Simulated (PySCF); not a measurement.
2-methylidenethietane (C4H6S), SMILES C=C1CCS1.

Geometry optimised at B3LYP-D3(BJ)/def2-SVP.

Calculation: TDDFT-PBE/def2-SVPD (PySCF 2.14.0).

Vertical excitations. Gas-phase values at a fixed geometry. State labels are in the subgroup Cs.

Task: List the lowest excited states. (An estimate is asked for; the answer gives what the named calculation found.)

Result: 
| state | symmetry | energy (eV) | λ (nm) | f | main pairs |
|---|---|---|---|---|---|
| S1 | A" | 4.03 | 308 | 0.000 | HOMO→LUMO 100 % |
| S2 | A' | 5.02 | 247 | 0.139 | HOMO→LUMO+1 88 % |
| S3 | A" | 5.16 | 240 | 0.001 | HOMO→LUMO+2 100 % |
| S4 | A" | 5.47 | 227 | 0.004 | HOMO→LUMO+3 98 % |
| S5 | A" | 6.01 | 206 | 0.005 | HOMO→LUMO+4 99 % |
| S6 | A" | 6.25 | 198 | 0.002 | HOMO−1→LUMO 98 % |
| S7 | A' | 6.37 | 195 | 0.009 | HOMO→LUMO+5 70 %, HOMO−2→LUMO 17 % |
| S8 | A" | 6.49 | 191 | 0.000 | HOMO→LUMO+6 95 % |
| S9 | A' | 6.56 | 189 | 0.081 | HOMO−2→LUMO 79 %, HOMO→LUMO+5 15 % |
| S10 | A" | 6.63 | 187 | 0.000 | HOMO−2→LUMO+1 70 %, HOMO→LUMO+7 27 % |
| T1 | A' | 3.67 | 338 | 0 | HOMO→LUMO+1 96 % |
| T2 | A" | 3.72 | 334 | 0 | HOMO→LUMO 100 % |
| T3 | A" | 5.09 | 244 | 0 | HOMO→LUMO+2 97 % |
| T4 | A" | 5.17 | 240 | 0 | HOMO→LUMO+3 97 % |
Triplets are in the Tamm–Dancoff approximation, which puts them higher than full response would, so one can lie above its singlet here.
